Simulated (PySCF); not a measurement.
## Converging HgO⁺ in the basis (HF)

PySCF, ROHF reference; doublet, unpaired electrons π ↑; De to Hg⁺ + O without counterpoise correction.

```tsv
basis	relativity	functions	Re (Å)	ωe (cm⁻¹)	De (eV)	μ (D)
def2-SVP	scalar-relativistic core potentials	46	1.996	592	-1.43	-4.05
cc-pVDZ-PP/cc-pVDZ	scalar-relativistic core potentials	52	1.992	588	-1.32	-4.10
def2-SVPD	scalar-relativistic core potentials	58	1.998	591	-1.31	-4.12
```

Problem. How does each smaller set differ from the one with most functions, def2-SVPD?

Solution. def2-SVP: -0.2 pm, +0.2 % in ωe, -0.12 eV in De; cc-pVDZ-PP/cc-pVDZ: -0.6 pm, -0.5 % in ωe, -0.01 eV in De. All at HF; the set with most functions is neither the basis-set limit nor always the best.

A positive dipole points towards O; it is taken about the centre of mass and depends on that origin. Spin–orbit coupling is left out, which matters for elements this heavy, above all for dissociation energies. For an ion De counts to the pair picked by the measured ionisation energies or electron affinities, which need not be the lowest pair at this level. UHF is strongly spin-contaminated for HgO⁺, so the ROHF reference used there is far from stable. Hartree–Fock leaves out correlation, which carries a large part of most bond energies and some tenths to 1 eV of ionisation energies. A negative De means that the minimum lies above the separated atoms at that level. The state is the lowest determinant that a PBE0 search found; another state may lie lower at other levels.
